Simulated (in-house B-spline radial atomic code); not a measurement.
**Ionising the gallium ion Ga⁵⁺ with different functionals**

Computed with a radial B-spline atomic code at the basis-set limit: four-component Dirac-Coulomb Hamiltonian, Fermi nucleus of rms radius 3.9973 fm, spin-restricted, spherical fractional occupations for the functionals, and exact exchange of hybrids averaged over the configuration. The ionisation energy is the difference of two self-consistent energies, [Ar] 3d8 → [Ar] 3d7, without Breit or QED terms; ε is the level of the shell that loses the electron (mean over j). The electron is taken from both j subshells in proportion to 2j + 1, so the result is a j average, not the step between ground levels.

```tsv
method	rung	ΔSCF (eV)	-ε(3d) (eV)
BHandHLYP	global hybrid	114.68	109.44
B3LYP	global hybrid	115.12	104.76
wB97X	range-separated hybrid	114.66	107.32
HSE06	range-separated hybrid	114.90	104.97
```

Q: Among the functionals, which spreads more, the ΔSCF values or the orbital energies?

A: The orbital energies: ΔSCF values span about 0.47 eV and the orbital energies 4.68 eV; here energy differences depend much less on the functional than eigenvalues do.

Q: How do they compare with the NIST value?

A: NIST lists 113 eV ± 1.1 (tabulated theory, ground level to ground level). Errors run from +1.96 to +2.42 eV. The correlated functionals all miss on the same side by more than they spread, so the cause is common to them (Breit-QED terms, spin polarisation, the choice among j levels, multiplet and fine-structure energies, or a listed next ion that isn't the cheapest removal here) and closeness doesn't rank the functionals.
